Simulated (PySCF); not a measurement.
From one molecule to another.

First species: C6H10Cl2Si.
Geometry (GFN2-xTB, Å), atoms numbered from 1 in this order:
```xyz
19
C6H10Cl2Si angstrom
C     -2.096    2.003   -0.088
C     -1.738    0.761   -0.136
C     -1.353   -0.482   -0.181
C     -2.345   -1.612   -0.283
Si     0.475   -0.951   -0.089
Cl     0.791   -2.032    1.598
C      1.555    0.620   -0.037
C      2.977    0.320    0.381
Cl     3.969    1.811    0.395
H     -2.213    2.598   -0.980
H     -2.301    2.499    0.848
H     -2.230   -2.283    0.566
H     -2.165   -2.186   -1.190
H     -3.364   -1.235   -0.300
H      0.856   -1.805   -1.219
H      1.562    1.087   -1.022
H      1.124    1.348    0.650
H      3.022   -0.086    1.390
H      3.466   -0.365   -0.311
```

Second species: C6H8NOP.
Geometry (GFN2-xTB, Å), atoms numbered from 1 in this order:
```
atom  x, y, z in Å
C1    -2.071    0.309    0.137
C2    -0.980    0.231   -0.928
N3     0.186   -0.456   -0.422
C4     0.376   -1.771   -0.592
P5     1.801   -2.405    0.159
C6     2.132   -0.793    0.723
C7     1.171    0.127    0.329
C8     1.227    1.529    0.661
O9     0.419    2.388    0.379
H10   -2.325   -0.685    0.499
H11   -2.961    0.768   -0.285
H12   -1.733    0.916    0.973
H13   -1.343   -0.316   -1.801
H14   -0.691    1.240   -1.228
H15   -0.341   -2.330   -1.170
H16    2.988   -0.520    1.315
H17    2.137    1.779    1.241
```

Levels: PBE0/pcSseg-1 for dipole moment, HOMO energy, LUMO energy and HOMO–LUMO gap; GFN2-xTB for rotational constant A and rotational constant C. Geometries: GFN2-xTB. Each species is one conformer at its optimised geometry, gas phase, non-relativistic unless stated. Electronic properties by PySCF.

The conformers computed, where there is a choice (atom-mapped SMILES and torsion angles):
- `[CH2:1]=[C:2]=[C:3]([CH3:4])[Si@H:5]([Cl:6])[CH2:7][CH2:8][Cl:9]`: C2–C3–Si5–Cl6 116°, C3–Si5–C7–C8 166°, Si5–C7–C8–Cl9 179°
- `[CH3:1][CH2:2][n:3]1[cH:4][p:5][cH:6][c:7]1[CH:8]=[O:9]`: C1–C2–N3–C4 93°, C6–C7–C8–O9 -179°

| property | column X | column Y |
| --- | --- | --- |
| dipole moment | 1.61 D | 2.58 D |
| HOMO energy | -6.85 eV | -7.72 eV |
| LUMO energy | -1.68 eV | -0.46 eV |
| HOMO–LUMO gap | 5.17 eV | 7.26 eV |
| rotational constant A | 2.307 GHz | 1.237 GHz |
| rotational constant C | 0.829 GHz | 0.393 GHz |

Q: Which column belongs to which species?

A: Column X is the second species and column Y the first. The first has 19 atoms and 94 electrons, the second 17 and 74.

Q: How does each property change from the first species to the second?

A: dipole moment -0.97 D; HOMO energy +0.87 eV; LUMO energy -1.22 eV; HOMO–LUMO gap -2.09 eV; rotational constant A +1.070 GHz; rotational constant C +0.436 GHz.

On the first: A dipole of 2.58 D is allowed in C1, and pure rotational transitions are dipole-allowed. The dipole equals about 8.6 × 10⁻³⁰ C·m (1 D = 3.33564 × 10⁻³⁰ C·m).

On the second: A dipole of 1.61 D is allowed in C1, and pure rotational transitions are dipole-allowed. The dipole equals about 5.4 × 10⁻³⁰ C·m (1 D = 3.33564 × 10⁻³⁰ C·m).
